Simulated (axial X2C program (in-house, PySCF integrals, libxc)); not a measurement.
**Which molecule has these constants?**

Calculated with an axial X2C code built on PySCF integrals, spin-free (one-electron X2C) or two-component (2c: spin–orbit coupling with atomic mean-field Coulomb and Gaunt terms, which also bring small scalar terms), in Dyall basis sets with cores contracted in-house; open shells are unrestricted.

A two-component PBE0 calculation in a Dyall 3-zeta basis gave Re = 2.031 Å, ωe = 534.3 cm⁻¹, De = 3.24 eV, Ω = 1.

Which molecule is it?
A. SeCl⁺
B. SeF⁺
C. SeBr⁺

A. The others have SeBr⁺ 2.171 Å and 388.2 cm⁻¹ (Ω = 1); SeF⁺ 1.658 Å and 832.0 cm⁻¹ (Ω = 1).

Each entry is the lowest single determinant of a limited PBE0 search at one distance. De goes to single-determinant-based atoms at the same level (for ions the charge split of lowest energy) and is withheld (n/a) where an atom does not fit its ground term or J level. Main or longest-lived isotopes. One determinant is a doubtful description, or other states lie close, for SeCl⁺, SeBr⁺, SeF⁺; these need not be ground states, and all values refer to the states named. Some open-shell Ω = 0 determinants are out of reach, so the Ω given for SeCl⁺, SeBr⁺, SeF⁺ need not be the lowest component. With several unpaired electrons the Ω given is that of one determinant, not necessarily of the lowest component. Some light 2c atoms are not at their ground J level, so De misses part of their lowering (0.04 eV or less). The functionals have no current term, which raises determinants with orbital currents.
